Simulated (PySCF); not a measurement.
## Two-component Hartree-Fock for As³⁺ (arsenic, charge +3)

Start: [Ar] 3d9 4s2 5s1; 3d3/2 filled at m_j = -3/2, -1/2, +1/2, +3/2; 3d5/2 filled at m_j = -3/2, -1/2, +1/2, +3/2, +5/2; 5s1/2 filled at m_j = +1/2. Calculated with PySCF 2.14 in x2c-SVPall-2c with one added diffuse shell each of s, p, d type (6s7p4d, 47 functions): generalised Hartree-Fock with the X2C-1e Hamiltonian and a Gaussian nucleus; one run each with spin-orbit coupling (SO) switched off, then screened by Boettger's factors. This is a chosen level, not necessarily the ground level.

| spinor shell | electrons | ε, spin-free (eV) | ε, screened SO (eV) | weight of nominal j (screened SO) | rms radius, screened SO (bohr) |
| --- | --- | --- | --- | --- | --- |
| 1s1/2 | 2 | -11999.3 | -11999.1 | 1.000 | 0.0525 |
| 2s1/2 | 2 | -1630.8 | -1630.7 | 1.000 | 0.219 |
| 2p1/2 | 2 | -1432.7 | -1458.3 | 1.000 | 0.194 |
| 2p3/2 | 4 | -1432.7 | -1420.3 | 1.000 | 0.197 |
| 3s1/2 | 2 | -280.08 | -280.06 | 1.000 | 0.636 |
| 3p1/2 | 2 | -215.65 | -220.81 | 0.966 | 0.651 |
| 3p3/2 | 4 | -215.65 | -213.10 | 0.983 | 0.661 |
| 3d3/2 | 4 | -111.47 | -112.52 | 0.862 | 0.707 |
| 3d5/2 | 5 | -111.47 | -110.67 | 0.890 | 0.712 |
| 4s1/2 | 2 | -56.442 | -56.441 | 1.000 | 1.82 |
| 5s1/2 | 1 | -22.512 | -22.511 | 0.997 | 3.94 |

| quantity | spin-free | screened SO |
| --- | --- | --- |
| E (hartree) | -2254.24689 | -2254.33430 |
| M_J | 3 | 3 |
| ⟨J²⟩ | 12.020 | 12.020 |
| ⟨L²⟩ | 6.020 | 6.022 |
| ⟨S²⟩ | 2.000 | 2.002 |

Each row is a mean over spinors that exchange with the open shell spreads, by up to 9.635 eV (3p3/2).

Rows whose weight is well below 1 are mixtures of j = l ± 1/2: exchange outweighs spin-orbit coupling there, and the label is only the starting occupation.

Without spin-orbit coupling the j labels of p, d and f shells carry no meaning; the spin-free column gives the mean over the occupied spinors of each nl shell.
